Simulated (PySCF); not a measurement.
C2H8O2SSi2, SMILES COC(=O)[SiH2][SiH2]S, GFN2-xTB optimised geometry.

```
15

C      2.69     2.09     0.00
O      2.00     0.84     0.00
C      0.67     0.84     0.00
O     -0.02     1.83     0.00
Si    -0.03    -0.94     0.00
Si    -2.32    -0.56     0.05
S     -3.37    -2.45     0.08
H      1.97     2.90     0.08
H      3.25     2.17    -0.93
H      3.37     2.10     0.85
H      0.52    -1.61    -1.18
H      0.55    -1.62     1.17
H     -2.82     0.16     1.22
H     -2.90     0.03    -1.15
H     -2.89    -2.90     1.23
```

Density from PySCF with PBE/def2-TZVP at that geometry.

Minimum of the electron density along straight lines between bonded atoms, close to the bond critical point (lines longer than 1.1 times the sum of covalent radii, or with two minima, are not listed):

| bond | length / Å | ρ at the minimum / e bohr⁻³ | ∇²ρ there / e bohr⁻⁵ | position (fraction from the first atom) |
|---|---|---|---|---|
| C1–O2 | 1.428 | 0.246 | -0.47 | 0.36 |
| O2–C3 | 1.329 | 0.313 | -0.56 | 0.65 |
| C3–O4 | 1.210 | [?] | [?] | 0.34 |
| C3–Si5 | 1.911 | 0.114 | 0.17 | 0.61 |
| Si5–Si6 | 2.316 | 0.096 | -0.17 | 0.51 |
| Si6–S7 | 2.167 | 0.093 | 0.08 | 0.36 |
| C1–H8 | 1.091 | 0.284 | -0.99 | 0.66 |
| C1–H9 | 1.090 | 0.283 | -0.98 | 0.65 |
| C1–H10 | 1.089 | 0.283 | -0.99 | 0.65 |
| Si5–H11 | 1.467 | 0.123 | 0.16 | 0.50 |
| Si5–H12 | 1.470 | 0.122 | 0.16 | 0.50 |
| Si6–H13 | 1.465 | 0.124 | 0.16 | 0.50 |
| Si6–H14 | 1.459 | 0.125 | 0.18 | 0.50 |
| S7–H15 | 1.324 | [?] | -0.63 | 0.63 |

**Question.** Fill in the missing entries.

**Answer.** 
- C3–O4, ρ at the minimum / e bohr⁻³: 0.421
- C3–O4, ∇²ρ there / e bohr⁻⁵: -0.19
- S7–H15, ρ at the minimum / e bohr⁻³: 0.219
